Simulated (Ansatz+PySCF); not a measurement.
Values are calculated unless marked as measured or tabulated.
## Ansatz (development build ahead of 0.2.0) run

```yaml
crystal:
  periodic: [false, false, false]
  atoms:
    - { symbol: Co, position_ang: [0.0, 0.0, 0.0] }
    - { symbol: Cl, position_ang: [0.0, 0.0, 2.066] }
basis:
  gaussian: { orbitals: def2-SVP }
magnetization:
  spin_polarized: true
  initial_magnetization: 2
hamiltonian:
  xc: hf
scf:
  omitted_lower_state_checks: [stability, starts, atomic_configurations, cluster_reference, orbital_swaps, given_window_search, neighbouring_geometries, increment]
```

The input is written out in the form of the current development build from the run's settings.

Results

- Converged: yes
- Total energy: -1840.52540 hartree
- Spin squared of the determinant: 2.049
- Occupied orbitals by symmetry in an Abelian subgroup (alpha; beta): 12 A1 1 A2 5 B1 5 B2; 12 A1 1 A2 4 B1 4 B2

This is not the lowest solution: another run reaches a determinant 2.04 eV lower. Caution: another spin multiplicity may lie lower.
